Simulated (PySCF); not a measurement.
CH11NSi3.
InChI=1S/CH11NSi3/c2-5(4)1-3/h5H,1-2H2,3-4H3/t5-/m0/s1

Method used: TDDFT PBE0/def2-SVPD, vertical, gas phase, core orbitals frozen in the response in PySCF. Isolated species at its PBE0-D3(BJ)/def2-SVP geometry (one conformer only). Torsions of this conformer, `[NH2:1][Si@@H:2]([SiH3:3])[CH2:4][SiH3:5]`: N1–Si2–C4–Si5 -37°, H–N1–Si2–Si3 -179°, H–N1–Si2–Si3 42°.

Q: Predict the UV-vis stick spectrum at this level.

A: 

| state | E (eV) | λ (nm) | ν̃ (cm⁻¹) | f | \|μ\| (D) | main configurations (H = HOMO, L = LUMO) |
| --- | --- | --- | --- | --- | --- | --- |
| S1 | 6.02 | 205.9 | 48570 | 0.0060 | 0.51 | H→L (96%) |
| S2 | 6.40 | 193.8 | 51590 | 0.0072 | 0.54 | H→L+1 (95%) |
| S3 | 6.91 | 179.6 | 55690 | 0.034 | 1.13 | H-1→L (82%), H-1→L+1 (10%) |
| S4 | 6.95 | 178.3 | 56070 | 0.0081 | 0.55 | H→L+2 (85%) |
| S5 | 7.08 | 175.1 | 57120 | 0.036 | 1.15 | H-1→L+1 (82%), H-1→L (9%) |
| S6 | 7.27 | 170.5 | 58650 | 0.065 | 1.54 | H→L+3 (87%) |

The lowest singlet comes at 206 nm (581 kJ/mol) in the ultraviolet; it is weak; its leading configuration is HOMO→LUMO (96%). The most intense listed level is S6 at 7.27 eV (170 nm, f = 0.065), 1.25 eV above S1. It is the last of those listed, so stronger ones may follow. Löwdin shares by element: HOMO nitrogen 48%, silicon 24% or more, hydrogen 12% or more (atoms not listed hold the other 16%); LUMO silicon 38% or more, nitrogen 10%, hydrogen 10% or more (atoms not listed hold the other 42%). Orbital energies (eV): HOMO-3 -9.20, HOMO-2 -8.68, HOMO-1 -8.09, HOMO -7.42, LUMO -0.02, LUMO+1 0.11, LUMO+2 0.57. The listed states span 1.25 eV, and the widest gap between neighbours is 0.51 eV (S2 to S3). Of the 6 states listed, 3 reach f = 0.01 and none stays under 0.0005. No computed singlet lies in the visible range (380 to 750 nm); the lowest, at 206 nm, stands 2.76 eV above its violet end (3.26 eV). Singlets were solved by full linear response.
